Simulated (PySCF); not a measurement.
## Converging HgC in the basis (MP2)

PySCF, ROHF reference; triplet, unpaired electrons π ↑↑; De to Hg + C without counterpoise correction. Frozen cores follow the default of each basis and core potential.

```tsv
basis	relativity	functions	Re (Å)	ωe (cm⁻¹)	De (eV)	frozen orbitals
def2-SVP	scalar-relativistic core potentials	46	2.212	273	0.31	1
cc-pVDZ-PP/cc-pVDZ	scalar-relativistic core potentials	52	2.126	334	0.37	1
def2-SVPD	scalar-relativistic core potentials	55	2.200	286	0.43	1
x2c-TZVPPall	spin-free X2C	128	2.092	384	0.59	24
```

(1) How does each smaller set differ from the one with most functions, x2c-TZVPPall?

Correlated steps freeze the inner cores (1 to 24 orbitals); shallow outer-core shells are correlated. Correlated levels converge slowly with the basis: in double zeta they bind strong bonds too weakly, by up to about 1 eV, and carry superposition errors of some tenths. Spin–orbit coupling is left out, which matters for elements this heavy, above all for dissociation energies. The state was picked by a PBE0 search and need not be the measured ground state.

Results:

(1) def2-SVP: +12.0 pm, -28.9 % in ωe, -0.28 eV in De; cc-pVDZ-PP/cc-pVDZ: +3.4 pm, -13.0 % in ωe, -0.22 eV in De; def2-SVPD: +10.8 pm, -25.5 % in ωe, -0.16 eV in De. All at MP2; the set with most functions is neither the basis-set limit nor always the best. The rows treat relativity differently, so the differences are not basis effects alone.
